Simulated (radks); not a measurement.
Values are calculated unless marked as measured or tabulated.
Species: Br IV. Configuration: [Ar] 3d10 4s2 4d2 (not the ground configuration). Level of theory: scalar-relativistic Kohn-Sham, PBE, spin-unpolarised, spherical densities, finite nucleus; Fermi nuclear charge, rms radius 4.1629 fm (a radial shooting solver on a logarithmic mesh with Libxc functionals).

X-ray form factor f0, the Fourier transform of the density (f0(0) = 32):

sin(theta)/lambda (1/angstrom),f0 (electrons)
0.05,31.546
0.1,30.347
0.15,28.756
0.2,27.075
0.25,25.449
0.3,23.911
0.4,21.042
0.5,18.386
0.6,15.957
0.8,11.973
1,9.263
1.25,7.294
1.5,6.219
2,4.913
